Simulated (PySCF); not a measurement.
**Structure elucidation problem**

Molecular formula: C2H9FOSi3. Simulated spectra:

1H NMR (300 MHz, computed): δ 6.55 (m, 1H), 6.17 (m, 1H), 6.14 (m, 1H), 5.74 (m, 2H), 5.69 (m, 2H), 5.19 (d, 2H).

13C{1H} NMR (computed): δ 143.0 (CH), 141.2 (CH2).

- geometry: GFN2-xTB
- GIAO PBE0/pcSseg-1 shieldings
- program: PySCF 2.14
- one conformer, rapidly exchanging positions averaged, no solvent, non-relativistic Hamiltonian

δ = σ(ref) − σ, references computed at the same level: 1H (31.72 ppm), 13C (186.93 ppm) against TMS.

Question: What is the structure?

Answer: 
Rings plus π bonds: 1 (no ring in the answer). 2 carbon signals for 2 carbons: no two carbons are equivalent. Carbon types of the structure: 1 × CH, 1 × CH2, leaving 6 H on heteroatoms. δC 143.0: alkene CH; as expected for a trigonal carbon in a double bond. δC 141.2: terminal =CH2 carbon; as expected for a trigonal carbon in a double bond. δH 6.55, 6.14: hydrogen on a terminal =CH2 carbon; attached to an sp2 carbon and in the plane of the double bond. δH 6.17: hydrogen on an alkene CH; attached to an sp2 carbon and in the plane of the double bond. δH 5.74: hydrogen on a silicon bonded to O, Si. δH 5.69: hydrogen on a silicon bonded to F, Si. δH 5.19: hydrogen on a silicon bonded to C, O.

These data were computed for SMILES C=C[SiH2]O[SiH2][SiH2]F.

The data come from this structure; uniqueness wasn't tested.

Splittings by 19F in the carbon and heteronuclear signals aren't shown, as no couplings were computed. Shifts are as computed. Against solution values, carbons near 30 ppm lie about +3 ppm off and those near 130 ppm about +5 ppm. Of 1309 compounds with measured shifts, 239 miss one by over three times the rms of a fit or turn the order of signals round; such compounds aren't used in these exercises. Multiplicities follow the n + 1 count of equivalent neighbours, as no J values were calculated; m marks all less simple cases, F and P coupling included.
